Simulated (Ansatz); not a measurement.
Basis-set series for `[SiH3][O][GaH][O][SiH3]`. Charge 0, multiplicity 1. The structure was optimised at the PBE0-D4/def2-TZVP level. It is one conformer, not always the lowest.

```csv
functional,basis,functions,energy (Eh),HOMO (eV),LUMO (eV)
PBE0-D4,def2-TZVPP,292,-2658.05341,-8.47,-1.01
PBE0-D4,def2-QZVPP,553,-2658.12737,-8.48,-1.07
ωB97M-V,def2-TZVPP,292,-2658.51134,-10.76,0.64
ωB97M-V,def2-QZVPP,553,-2658.58133,-10.77,0.39
```

Problem. Give the rows for def2-SVP. (Estimate.)

Solution. Computed: 
```csv
functional,basis,functions,energy (Eh),HOMO (eV),LUMO (eV)
PBE0-D4,def2-SVP,131,-2657.40481,-8.41,-0.92
ωB97M-V,def2-SVP,131,-2657.85778,-10.65,0.79
```

Positive LUMOs are unbound and depend on the basis. Scalar relativity is left out up to krypton.
